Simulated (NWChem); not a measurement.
Species: Si2NH6OCl; SMILES N[Si@H](Cl)[SiH2]O

```xyz
11

N     -1.9424    -0.5305     0.4275
Si    -0.4930    -0.3856    -0.4787
Cl     0.8960    -1.9408    -0.1750
Si     0.7378     1.4852     0.1832
O     -0.1773     2.8562    -0.0999
H     -1.9418    -0.3899     1.4315
H     -2.6593    -1.1919     0.1489
H     -0.8620    -0.4518    -1.9192
H      2.0328     1.5184    -0.5693
H      1.0749     1.3373     1.6384
H      0.2303     3.6997     0.1179
```
Atoms are numbered in this order, from 1.

Program: NWChem. Structure relaxed at the PBE0/def2-SVP level. Level: PBE0/def2-SVP with SMD (1 M gas to 1 M solution), gas-phase geometry. Reactions with the solvent are ignored.

For solvent toluene:

* **cavity-dispersion-structure term (kcal/mol)**: -0.9
* **dipole in solution (D)**: 2.41

**Question.** Estimate the same quantities for solvent water.

**Answer.** 
| Item | Value |
|---|---|
| cavity-dispersion-structure term (kcal/mol) | 4.0 |
| dipole in solution (D) | 2.64 |
